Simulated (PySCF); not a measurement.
**First-order multiplets**

Cartesian coordinates in Å; atom numbers follow the order of the lines, from 1:
```xyz
6

Be   -0.006    0.004   -1.105
C     0.002   -0.001    0.573
H    -0.443    0.917    0.999
H     1.025   -0.074    0.986
H    -0.567   -0.850    0.992
H    -0.011    0.005   -2.445
```

Theoretical values (PySCF 2.14.0 with density-fitted response routines): couplings computed with B3LYP/pcJ-1, coordinates at the PBE0-D3(BJ)/def2-SVP level, NMR shieldings at PBE0/pcSseg-1/GIAO. Non-relativistic Hamiltonian, no solvent model, averaged over atoms made equivalent by symmetry, fast rotation or ring inversion, one conformer.

Scale: 1H (31.27 ppm) vs TMS (reference shieldings calculated alike).

Spectrometer: 400 MHz for 1H. First-order analysis; couplings under 1 Hz (under 4 Hz in carbon signals) are ignored, and nearly equal couplings are merged; the smaller ones broaden or split the lines further.

**Question.** What pattern does H6 show (1H)?

**Answer.** A quartet at δ 3.33: 1.3 Hz to H3/H4/H5 (3 × 1H, 3 bonds away). Lines in Hz from the centre (relative intensity): +1.9 (1), +0.7 (3), -0.7 (3), -1.9 (1). The outer lines are 3.9 Hz apart, the sum of the couplings kept, or 0.010 ppm at this field.

**Question.** What pattern does H3/H4/H5 show (1H)?

**Answer.** A doublet at δ -0.42: 1.3 Hz to H6 (1 × 1H, 3 bonds away). Lines in Hz from the centre (relative intensity): +0.7 (1), -0.7 (1). The outer lines are 1.3 Hz apart, the sum of the couplings kept, or 0.003 ppm at this field.
